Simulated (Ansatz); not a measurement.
CH$_{6}$AlNOSi (`C=[N][Al]([OH])[SiH3]`), relaxed with RKS PBE0-D4/def2-TZVP in Ansatz from a PBE-D4/def2-SVP geometry. The force threshold is 0.005 eV/Å; the program also tests the step.

The species carries charge 0 and has multiplicity 1.

Start:

```xyz
11

C     0.141    1.877   -1.816
N     0.094    0.792   -1.182
Al    0.004   -0.700   -0.228
O     0.024   -2.238   -1.002
Si   -0.143   -0.573    2.198
H     1.104    2.394   -2.071
H    -0.776    2.414   -2.178
H     0.079   -2.359   -1.963
H     1.095    0.052    2.793
H    -1.313    0.276    2.631
H    -0.310   -1.936    2.818
```

Q: How much energy does the relaxation release, and in how many steps? (Estimate.)

A: Computed: 5.75 kJ/mol, in 73 steps, 19 of them rejected.

Q: Which bonds change most? (An estimate is asked.)

A: Ansatz gave: Al3–O4 from 1.722 to 1.696 Å; N2–Al3 from 1.773 to 1.751 Å; C1–H7 from 1.123 to 1.102 Å; C1–H6 from 1.123 to 1.102 Å.

Q: Give the relaxed structure. (Best estimate.)

A: The calculation gave: 
```xyz
11

C    -0.113    1.842   -1.824
N    -0.007    0.778   -1.191
Al    0.131   -0.678   -0.228
O     0.444   -2.173   -0.964
Si   -0.128   -0.563    2.187
H     0.748    2.496   -2.035
H    -1.076    2.205   -2.218
H     0.558   -2.295   -1.905
H     1.103   -1.022    2.891
H    -0.408    0.831    2.630
H    -1.253   -1.421    2.657
```
